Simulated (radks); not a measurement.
Values are calculated unless marked as measured or tabulated.
Question: Ionisation of Ba41+, [Ne] 3s2 3p3, to Ba42+, [Ne] 3s2 3p2, under several functionals. Dirac Kohn-Sham, spin-unpolarised, spherical densities, finite nucleus; open shells fill j = l - 1/2 first; a radial shooting solver on a logarithmic mesh with Libxc functionals. Known Delta-SCF values: OLYP 3087.4 eV; PBE 3084.8 eV. What does LDA (Slater exchange, Perdew-Wang correlation) give, and what is its highest occupied eigenvalue?

Answer: 3084.2 eV by Delta-SCF; the 3p3/2 eigenvalue is -3039.7 eV. NIST: 3081 eV (theoretical).

Beside tabulated values, note that spin-unpolarised runs miss the spin-polarisation part of the exchange energy of open shells.
